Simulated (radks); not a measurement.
Results of a calculation; reference values are marked as such.
Ionisation of the osmium ion Os+, [Xe] 4f14 5d6 6s1, to Os2+, [Xe] 4f14 5d6, under several functionals. Scalar-relativistic Kohn-Sham, spin-polarised, spherical densities, finite nucleus; open shells are filled with parallel spins first (spin-orbit coupling, left out, can overturn this in heavy ions); a radial shooting solver on a logarithmic mesh with Libxc functionals.

| functional | E(Os+) (hartree) | Exc (hartree) | IE (eV) | -e(HOMO) (eV) | <r> HOMO (bohr) | IE error (eV) |
|---|---|---|---|---|---|---|
| B86b exchange with PBE correlation | -17251.7831 | -339.3412 | 17.732 | 12.242 | 1.767 | +0.732 |
| SOGGA | -17244.9781 | -332.5346 | 17.660 | 12.096 | 1.760 | +0.660 |
| OLYP | -17256.6684 | -344.4714 | 17.361 | 12.056 | 1.784 | +0.361 |
| RPBE | -17251.0205 | -338.5846 | 17.609 | 12.083 | 1.775 | +0.609 |
| BP86 | -17252.5705 | -340.1240 | 17.840 | 12.449 | 1.769 | +0.840 |
| SCAN | -17253.1109 | -339.4663 | 17.913 | 11.986 | 1.757 | +0.913 |
| PW91 | -17252.1995 | -339.7601 | 17.799 | 12.297 | 1.768 | +0.799 |
| MS2 meta-GGA | -17249.9946 | -336.9508 | 17.617 | 12.135 | 1.762 | +0.617 |
| Wu-Cohen GGA | -17249.3198 | -336.8748 | 17.783 | 12.227 | 1.755 | +0.783 |
| TASK exchange with Perdew-Wang LDA correlation | -17250.3251 | -336.0043 | 17.947 | 10.728 | 1.714 | +0.947 |
| revPBE | -17250.8755 | -338.4391 | 17.619 | 12.079 | 1.768 | +0.619 |
| HCTH/407 | -17260.5538 | -348.5299 | 17.781 | 12.350 | 1.849 | +0.781 |

NIST Atomic Spectra Database: 17 eV (semi-empirical). Closest: OLYP. The Delta-SCF values span 0.59 eV, the total energies 15.58 hartree. The highest occupied level is 5d. Open shells are spherical and high-spin; term and fine-structure splittings are not resolved. Spin-orbit splitting is averaged out at the scalar-relativistic level.
